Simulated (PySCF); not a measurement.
The dipole of `Cl[SiH](Cl)[SiH2][SiH2]C#N` from its density and from atomic charges.

Coordinates (GFN2-xTB, Å) and charges (e) from the PBE0/pcSseg-1 density (PySCF):

| atom | x | y | z | Mulliken | IAO | Hirshfeld | ESP-fitted |
| --- | --- | --- | --- | --- | --- | --- | --- |
| N1 | -2.512 | 2.334 | 1.000 | -0.1957 | -0.1913 | -0.1963 | -0.3824 |
| C2 | -2.193 | 1.251 | 0.806 | -0.1881 | -0.1486 | -0.0371 | +0.1923 |
| Si3 | -1.636 | -0.499 | 0.459 | +0.4323 | +0.4749 | +0.3006 | +0.1879 |
| Si4 | 0.119 | -0.403 | -1.077 | -0.0382 | +0.1338 | +0.1607 | +0.1861 |
| Si5 | 2.200 | 0.048 | -0.148 | +0.5843 | +0.7031 | +0.2838 | +0.1687 |
| Cl6 | 2.575 | -1.350 | 1.284 | -0.2908 | -0.3045 | -0.1168 | -0.1395 |
| Cl7 | 2.176 | 1.862 | 0.763 | -0.2713 | -0.2899 | -0.1054 | -0.1135 |
| H8 | -2.866 | -1.167 | 0.017 | -0.0157 | -0.0716 | -0.0502 | -0.0179 |
| H9 | -1.276 | -1.019 | 1.783 | -0.0142 | -0.0733 | -0.0544 | -0.0226 |
| H10 | 0.191 | -1.688 | -1.791 | -0.0039 | -0.0717 | -0.0645 | -0.0454 |
| H11 | -0.163 | 0.593 | -2.122 | +0.0100 | -0.0632 | -0.0586 | -0.0393 |
| H12 | 3.387 | 0.038 | -0.999 | -0.0088 | -0.0978 | -0.0618 | +0.0256 |

Task: Form Σ q r in debye for every column and set it beside the full dipole.

Result: The full density gives (0.90, -3.56, -2.48) D, 4.43 D in size; dipole vectors point from the negative to the positive end.

```json
{"scheme": "Mulliken", "μx": "0.81", "μy": "-4.48", "μz": "-3.87", "size (D)": "5.97", "share of the full size (%)": "135", "angle to the full dipole (°)": "7"}
{"scheme": "IAO", "μx": "0.68", "μy": "-3.75", "μz": "-3.48", "size (D)": "5.16", "share of the full size (%)": "117", "angle to the full dipole (°)": "9"}
{"scheme": "Hirshfeld", "μx": "0.95", "μy": "-2.68", "μz": "-1.59", "size (D)": "3.26", "share of the full size (%)": "74", "angle to the full dipole (°)": "7"}
{"scheme": "ESP-fitted", "μx": "0.88", "μy": "-3.54", "μz": "-2.56", "size (D)": "4.46", "share of the full size (%)": "101", "angle to the full dipole (°)": "1"}
```

Task: Which set comes closest?

Result: Length of the difference vector: ESP-fitted 0.09 D, IAO 1.05 D, Hirshfeld 1.25 D, Mulliken 1.67 D. Closest: ESP-fitted. 

Task: What is left for the Hirshfeld atoms' own dipoles?

Result: The Hirshfeld atoms' densities add up to the full density, so μ = Σ q r + Σ (atomic dipoles). The atomic dipoles sum to (0.90, -3.56, -2.48) − (0.95, -2.68, -1.59) = (-0.05, -0.88, -0.89) D, 1.25 D in size.

Task: With the origin at the mean of the coordinates, (0.000, 0.000, -0.002) Å, which are the largest single terms, by size, of the IAO dipole along the direction of the full one?

Result: N1 +2.71, Cl7 +2.07, Si5 +1.65, C2 +1.36, Cl6 -1.30 D; all 12 atoms together +5.10 D. The single terms depend on the origin, their sum doesn't.

Task: Give the size of the full dipole in other units.

Result: 4.43 D = 1.741 au = 0.921 e·Å = 14.76 × 10⁻³⁰ C·m.

The structure is a single GFN2-xTB conformer in the gas phase; no vibrational or solvent corrections.

Shape of the structure used: `[N:1]#[C:2][SiH2:3][SiH2:4][SiH:5]([Cl:6])[Cl:7]`: C2–Si3–Si4–Si5 82°, Si3–Si4–Si5–Cl6 56°.
